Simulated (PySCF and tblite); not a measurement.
C₅H₁₁NO, numbered as in [CH3:1][CH2:2][CH2:3][CH2:4][C:5]([NH2:6])=[O:7].

Conformers came from 200 starts (ETKDG and KDG, MMFF94s, GFN2-xTB); geometries are PBE0-D3(BJ)/def2-SVP. Energies: PBE0-D3(BJ)/def2-TZVP (IEF-PCM, chloroform), with GFN2-xTB thermal terms (modes under about 100 cm⁻¹ blended into free rotors). Symmetry numbers and mirror images are counted. Conformers within 3 kcal/mol (GFN2-xTB free energy) were kept, 8 at most. GIAO shieldings: WP04/pcSseg-1 (IEF-PCM, chloroform). Shifts are against TMS (¹H), TMS (¹³C), NH3 (¹⁵N) at the same level. Codes: tblite and PySCF.

Torsions listed: C1–C2–C3–C4, C2–C3–C4–C5, C3–C4–C5–O7, O7–C5–N6–H6. Of a mirror pair one member is shown.

```json
{"conformer": "1", "shape": "180°, -172°, 29°, 180°", "weight %": "31.6", "dipole D": "4.61"}
{"conformer": "2", "shape": "180°, 70°, 20°, 180°", "weight %": "28.5", "dipole D": "4.59"}
{"conformer": "3", "shape": "-64°, -169°, 28°, 2°", "weight %": "10.8", "dipole D": "4.51"}
{"conformer": "4", "shape": "57°, 62°, 37°, 177°", "weight %": "10.5", "dipole D": "4.45"}
{"conformer": "5", "shape": "-179°, -176°, 102°, -178°", "weight %": "8.2", "dipole D": "4.79"}
```

Not shown: 2 more, 10.3 % in all.

(1) How do the computed shifts compare with measured ones?

Answers

(1) 
```tsv
nucleus	signal	leading conformer	average	measured	medium
¹H	H1	0.99	0.94	0.93	not stated per compound (mostly CDCl3 or CCl4)
¹H	H2	1.09	1.14	1.37	not stated per compound (mostly CDCl3 or CCl4)
¹H	H3	1.36	1.39	1.6	not stated per compound (mostly CDCl3 or CCl4)
¹H	H4	1.91	1.97	2.22	not stated per compound (mostly CDCl3 or CCl4)
```

Measured values: Pretsch, Buehlmann, Badertscher, Structure Determination of Organic Compounds, 4th ed. (2009). Mean difference for ¹H: -0.17 ppm, scatter 0.10 ppm. The computed shifts are unscaled and lack vibrational corrections.


¹⁵N shifts are against a computed isolated NH3 molecule, about 20 ppm from the liquid.